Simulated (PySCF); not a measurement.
# A series of related molecules

The calculation used TDDFT CAM-B3LYP/def2-SVPD circular dichroism and optical rotation, one conformer, gas phase in PySCF 2.14.0. Geometry: GFN2-xTB.

Each molecule in one low-energy conformer. The parent is C=C=C[C@@H]1C=C[C@@H]1C.

The molecule is flexible and this is one conformer; a measurement averages over conformers.

How does the specific rotation at 589.3 nm (origin-invariant length gauge) change along this series?
- C=C=C[C@@H]1C=C[C@@H]1C (base)
- C=C=C[C@H]1C=C[C@@H]1C (diastereomer)


```
               molecule  [α]589 (deg dm⁻¹ (g/mL)⁻¹)  S1 (eV)  R(S1), velocity form (10⁻⁴⁰ esu² cm²)
C=C=C[C@@H]1C=C[C@@H]1C                      -330.5     5.82                                   +5.2
 C=C=C[C@H]1C=C[C@@H]1C                      +353.8     5.80                                  +17.6
```
The specific rotation at 589.3 nm (origin-invariant length gauge) is lowest for C=C=C[C@@H]1C=C[C@@H]1C and highest for C=C=C[C@H]1C=C[C@@H]1C.
